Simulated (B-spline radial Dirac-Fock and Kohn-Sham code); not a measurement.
**Satellites and hypersatellites of the K lines of P⁺**

System: P⁺, configuration 1s2 2s2 2p6 3s2 3p2, inside a Watson sphere of charge -1 and radius 1.8 Å (a model of the Madelung potential; inside it an electron's potential energy is raised by 8.0 eV).

The run's input, task.json:

```json
{"items": [{
  "Z": 15,
  "q": 1,
  "cfg": [[1, 0, 2], [2, 0, 2], [2, 1, 6], [3, 0, 2], [3, 1, 2]],
  "A": 31,
  "rrms": 3.1889,
  "watson": [-1, 1.8],
  "do": ["binding", "quiet", "double"]
}]}
```

Launch: `python xray_run.py task.json out`

Calculated with a radial finite-basis atomic code, using ΔSCF Dirac-Fock with Breit, self-energy and vacuum polarisation, finite nucleus, configuration average. Each two-hole energy is an average over J within one jj subconfiguration, not an observable level; in light atoms, where LS coupling holds, the j-resolved values are not observed lines, and for a K spectator the Kα1 hypersatellite is nearly forbidden. No correlation.

Lines without a spectator: Kα2 (K-L2) 2014.2 eV, Kα1 (K-L3) 2015.0 eV. Shifts in eV with one spectator hole (a dash: not computed, or left out as unreliable):

```
spectator hole     Kα2     Kα1
        K (1s)  +150.7  +151.0
    L2 (2p1/2)  +10.21  +13.13
    L3 (2p3/2)  +12.82  +12.11
```
